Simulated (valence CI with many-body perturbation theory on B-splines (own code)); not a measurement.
## Ce LIII: E2, E3, M2 decay

Computed by valence CI with perturbative core correlation (CI+MBPT): four valence electrons over a frozen Dirac-Fock core [He], radial functions for each j: 11 s, 11 p, 10 d, 8 f, 5 g, 2 h, with the one-electron correlation potential Σ1 (screened to all orders), the two-electron term Σ2, the three-electron term Σ3, Breit, model QED; selected single and double excitations, second order for the rest, scaled by the run's own slope (own B-spline code, finite nucleus).

No measured spectrum was set against this ion. As an estimate, large intervals hold to a few tenths of a per cent, small ones and those within an open d or f shell to about a per cent. Among the levels kept, up to 880 cm⁻¹ of a level comes from second order outside the variational space, and about a tenth of that is noise between levels of different J, which matters for small intervals.

Lines 51 to 81 of 81 in falling wavelength, among levels below 7605.4 eV, chosen from the decays that carry over 1 % of a level's rate. Wavelengths and rates use the calculated energies. Electric multipoles are in the length gauge with retardation, E1 and E2 with the static RPA response of the core. S is in atomic units (e²a₀⁴ for E2 and M2, e²a₀⁶ for E3), for M1 in squared Bohr magnetons. Weak lines are less certain than strong ones. Lines between different terms over intervals too small for the method are left out, as are lines whose strength nearly cancels. The highest levels of a list are the least certain.

Levels are named by their leading jj configuration (3d3/2^4 stands for four electrons in 3d with j = 3/2), which in mixed levels can hold well under half, so a name can repeat and another be missing. Letters in brackets count levels of one name in rising energy.

```
λ vac (nm)                           Upper                       Lower  Type   A (s⁻¹)  S (a.u.)
    0.2017          (2s 2p3/2^2 3p3/2) J=4  (2s 2p1/2 2p3/2^2) J=2 [a]    E2  2.66e+11  7.14e-05
    0.2012          (2s^2 2p3/2 3p3/2) J=3      (2s^2 2p1/2 2p3/2) J=1    E2  2.08e+11  4.29e-05
    0.2003          (2s^2 2p3/2 3p3/2) J=0      (2s^2 2p1/2 2p3/2) J=2    E2  2.85e+11  8.20e-06
    0.1998          (2s 2p3/2^2 3d5/2) J=5      (2s 2p1/2 2p3/2^2) J=3    M2  2.71e+09  8.47e-07
    0.1995      (2s 2p1/2 2p3/2 3d5/2) J=5      (2s 2p1/2^2 2p3/2) J=2    E3  1.30e+09  5.73e-06
    0.1987          (2s^2 2p3/2 3d5/2) J=4      (2s^2 2p1/2 2p3/2) J=2    M2  4.34e+09  1.08e-06
    0.1987          (2s^2 2p3/2 3d5/2) J=4      (2s^2 2p1/2 2p3/2) J=2    E3  5.37e+08  1.88e-06
    0.1982          (2s^2 2p3/2 3d5/2) J=4      (2s^2 2p1/2 2p3/2) J=1    E3  8.92e+08  3.06e-06
    0.1949       (2p1/2 2p3/2^2 3d3/2) J=4  (2s 2p1/2 2p3/2^2) J=2 [b]    E2  9.45e+11  2.13e-04
    0.1948       (2p1/2^2 2p3/2 3d3/2) J=2      (2s 2p1/2^2 2p3/2) J=1    E2  7.35e+11  9.20e-05
    0.1947  (2s 2p1/2 2p3/2 3d5/2) J=4 [a]      (2s^2 2p1/2 2p3/2) J=2    E2  1.18e+11  2.65e-05
    0.1946       (2p1/2^2 2p3/2 3d3/2) J=3      (2s 2p1/2^2 2p3/2) J=1    E2  7.24e+11  1.26e-04
    0.1945      (2s 2p1/2 2p3/2 3d3/2) J=4      (2s^2 2p1/2 2p3/2) J=2    E2  7.00e+11  1.56e-04
    0.1944       (2p1/2 2p3/2^2 3d5/2) J=4  (2s 2p1/2 2p3/2^2) J=2 [b]    E2  1.89e+11  4.22e-05
    0.1941       (2p1/2 2p3/2^2 3d5/2) J=3  (2s 2p1/2 2p3/2^2) J=1 [a]    E2  6.08e+11  1.05e-04
    0.1936      (2s 2p3/2^2 3d5/2) J=4 [a]          (2s^2 2p3/2^2) J=2    E2  1.16e+12  2.53e-04
    0.1928       (2p1/2 2p3/2^2 3d3/2) J=4      (2s 2p1/2 2p3/2^2) J=3    E2  7.03e+11  1.50e-04
    0.1928       (2p1/2^2 2p3/2 3d3/2) J=2      (2s 2p1/2^2 2p3/2) J=2    E2  1.09e+12  1.30e-04
    0.1926       (2p1/2^2 2p3/2 3d3/2) J=3      (2s 2p1/2^2 2p3/2) J=2    E2  1.10e+12  1.81e-04
    0.1925       (2p1/2^2 2p3/2 3d3/2) J=1      (2s 2p1/2^2 2p3/2) J=2    E2  1.71e+12  1.21e-04
    0.1924       (2p1/2^2 2p3/2 3d3/2) J=0      (2s 2p1/2^2 2p3/2) J=2    E2  1.82e+12  4.28e-05
    0.1923   (2p1/2 2p3/2^2 3d3/2) J=1 [a]  (2s 2p1/2 2p3/2^2) J=2 [a]    E2  1.45e+12  1.02e-04
    0.1923   (2p1/2 2p3/2^2 3d3/2) J=2 [a]  (2s 2p1/2 2p3/2^2) J=2 [a]    E2  1.37e+12  1.61e-04
    0.1922       (2p1/2 2p3/2^2 3d3/2) J=0  (2s 2p1/2 2p3/2^2) J=2 [a]    E2  1.52e+12  3.56e-05
    0.1920      (2s 2p3/2^2 3d5/2) J=2 [b]          (2s^2 2p3/2^2) J=0    E2  2.32e+12  2.70e-04
    0.1917       (2p1/2 2p3/2^2 3d3/2) J=4  (2s 2p1/2 2p3/2^2) J=2 [a]    E2  1.71e+11  3.55e-05
    0.1916       (2p1/2^2 2p3/2 3d5/2) J=4      (2s 2p1/2^2 2p3/2) J=2    E2  1.84e+12  3.81e-04
    0.1913       (2p1/2 2p3/2^2 3d5/2) J=4  (2s 2p1/2 2p3/2^2) J=2 [a]    E2  1.67e+12  3.44e-04
    0.1912       (2p1/2 2p3/2^2 3d5/2) J=3  (2s 2p1/2 2p3/2^2) J=2 [a]    E2  9.69e+11  1.55e-04
    0.1911      (2s 2p3/2^2 3d5/2) J=4 [b]          (2s^2 2p3/2^2) J=2    E2  1.85e+12  3.78e-04
    0.1910      (2s 2p3/2^2 3d5/2) J=3 [b]          (2s^2 2p3/2^2) J=2    E2  4.88e+11  7.76e-05
```
